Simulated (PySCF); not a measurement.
Numbering as in the mapped SMILES `[CH3:1][C:2]1=[CH:3][O:4][SiH2:5][Si@H:6]1[SiH3:7]`. Each H is labelled by its parent atom. Ha(Si5) is cis to Si7 on the ring; Hb(Si5) is trans to Si7 on the ring.

[PySCF 2.14.0 with density-fitted response routines: NMR shieldings at PBE0/pcSseg-1/GIAO; GFN2-xTB structure; equivalent nuclei averaged; no solvent model; relativity neglected; a single conformation]

δ = σ(ref) − σ, references computed at the same level: 13C and 1H and 29Si vs TMS; 17O vs H2O.

```
  atoms  nucleus  count  δ (ppm)
     C3      13C      1        ?
  H(C3)       1H      1     6.72
     C2      13C      1        ?
     O4      17O      1    113.6
  H(C1)       1H      3     2.01
Hb(Si5)       1H      1     5.44
 H(Si7)       1H      3     3.60
    Si7     29Si      1   -117.2
 H(Si6)       1H      1        ?
    Si6     29Si      1    -83.1
    Si5     29Si      1        ?
Ha(Si5)       1H      1     5.29
     C1      13C      1     17.8
```

**Question.** Complete the table.

**Answer.** 
- C3: 161.1 ppm, alkene carbon bearing oxygen; an sp2 carbon further deshielded by the attached heteroatom
- C2: 109.5 ppm, β carbon of an enol-ether or enamine type C=C; the O or N lone pair pushes π density onto this β carbon and shields it
- H(Si6): 4.41 ppm, hydrogen on a silicon bonded to C, 2 Si, in a 5-membered ring
- Si5: -10.0 ppm, silicon bonded to O, Si, 2 H, in a 5-membered ring

Shifts are as computed. Against solution values, carbons near 30 ppm lie about +3 ppm off and those near 130 ppm about +5 ppm. Of 1211 compounds with measured shifts, 218 miss one by over three times the rms of a fit or turn the order of signals round; such compounds aren't used in these exercises. Experimental scales use liquid or dissolved standards, which lie at an offset from isolated H2O (liquid H2O: subtract about 36 ppm).
